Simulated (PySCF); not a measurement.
# Ir⁺: excitation energy

Ir⁺ [Xe] 4f14 5d7 6s1 (5F) → Ir⁺ [Xe] 4f14 5d6 6s1 6p1 (high-spin determinant), as a difference of total energies. Calculation: PySCF 2.14, in aug-cc-pVDZ-PP with ECP60MDF (5s5p4d2f, 54 functions); a scalar-relativistic core potential. Correlated levels: valence: 5s2 5p6 frozen. The calculations carry no spin-orbit coupling.

| method | excitation energy (cm⁻¹) |
| --- | --- |
| UHF | 41855 |
| MP2 (valence) | 50423 |
| SCS-MP2 (valence) | 52512 |
| CCSD (valence) | 49468 |
| CCSD(T) (valence) | 49457 |

The determinant of the upper state mixes LS terms, which raises its energy above the lowest term, most at the Hartree-Fock and MP2 levels.
